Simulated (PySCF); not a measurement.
# Sc (scandium, neutral) across methods

[Ar] 3d2 4s1, high-spin 4F determinant (an excited configuration). Calculation: PySCF 2.14, in aug-cc-pVQZ-DK (9s8p6d4f3g2h, 140 functions); scalar relativity by spin-free X2C-1e.

```csv
method,E (hartree),mean ε 3p β (eV),mean ε 4s α (eV),mean ε 3d α (eV),Σ⟨r²⟩ (bohr²),⟨S²⟩
TPSS,-764.189,-29.849,-3.728,-2.050,45.60,3.751
BHandHLYP,-764.148,-33.851,-4.550,-3.886,44.59,3.751
PBE0,-763.973,-31.887,-4.277,-2.984,45.10,3.751
r2SCAN,-764.128,-30.317,-3.883,-2.165,45.13,3.751
UHF,-763.24558,-37.607,-5.378,-5.887,45.43,3.753
BLYP,-764.191,-29.531,-3.644,-1.845,45.98,3.750
LDA,-762.181,-29.761,-3.981,-1.973,45.53,3.750
PBE,-763.945,-29.712,-3.821,-2.013,45.99,3.750
```
